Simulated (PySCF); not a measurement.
SMILES [SiH]1[SiH2][SiH2][SiH2][SiH2][SiH2]1 (H11Si6), doublet (GFN2-xTB optimised geometry):

```
17

Si     1.094    -0.728     0.000
Si     2.061     1.366     0.046
Si     1.230     2.834    -1.567
Si    -1.098     2.847    -1.583
Si    -2.061     1.444     0.000
Si    -1.219    -0.728     0.000
H      1.608    -1.485    -1.166
H      3.529     1.306     0.039
H      1.747     1.941     1.369
H      1.729     2.371    -2.873
H      1.778     4.195    -1.460
H     -1.604     4.220    -1.455
H     -1.571     2.436    -2.914
H     -3.529     1.485    -0.045
H     -1.752     1.996     1.331
H     -1.801    -1.466    -1.134
H     -1.715    -1.482     1.164
```

Method: unrestricted B3LYP/def2-SVP (PySCF).

Problem. What are the frontier orbital energies (α orbitals alone; a β orbital can be the lowest empty one) and the dipole moment?

Solution. HOMO-2 -8.04 eV, HOMO-1 -7.91 eV, HOMO -5.94 eV, LUMO -0.91 eV, LUMO+1 -0.43 eV; dipole moment 0.12 D.

On the same geometry unrestricted PBE/def2-SVP (PySCF) gives HOMO-2 -7.23 eV, HOMO-1 -7.06 eV, HOMO -5.25 eV, LUMO -1.59 eV, LUMO+1 -1.12 eV; dipole moment 0.13 D.

Meta-Löwdin charges at B3LYP/def2-SVP: Si1 0.05, Si2 0.15, Si3 0.15, Si4 0.15, Si5 0.15, Si6 0.16, H7 -0.06, H8 -0.07, H9 -0.08, H10 -0.08, H11 -0.07, H12 -0.07, H13 -0.08, H14 -0.07, H15 -0.08, H16 -0.07, H17 -0.07.
